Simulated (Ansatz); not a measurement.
`CB(F)[SiH2]O` + H₂ → `CBF` + `O[SiH3]`  (hydrogenolysis of a B–Si bond)

Isolated molecules relaxed with PBE0-D4/def2-TZVP in Ansatz; ΔE leaves out vibrations. CBS: MP2 limit from def2 TZ/QZ plus the TZ coupled-cluster correction, frozen cores. This one scheme is used for every species. Functionals use def2-TZVPP. One conformer a species, not always the lowest.

```csv
level,ΔE (kcal/mol)
B2PLYP,-14.3
CCSD/def2-TZVPP,-14.4
MP2/def2-QZVPP,-13.4
SCS-MP2/def2-QZVPP,-14.6
```

What does CCSD(T)/CBS give? (Estimate.)

Computed: -12.6 kcal/mol. The listed levels differ from it by -1.7, -1.8, -0.8, -2.0 kcal/mol.

Largest T1 diagnostic among the species: 0.013.

From PBE to PBE0 (25 % exact exchange), in def2-TZVPP and without D4, ΔE moves by −1.8 kcal/mol. The D4 term adds +2.3 kcal/mol with B3LYP and +1.3 kcal/mol with PBE0; it sums over pairs of atoms, weighted by their polarisabilities, and B3LYP, whose exchange is more repulsive, gets the larger term.

B3LYP here is the variant with VWN-RPA as its local correlation; programs differ in this.
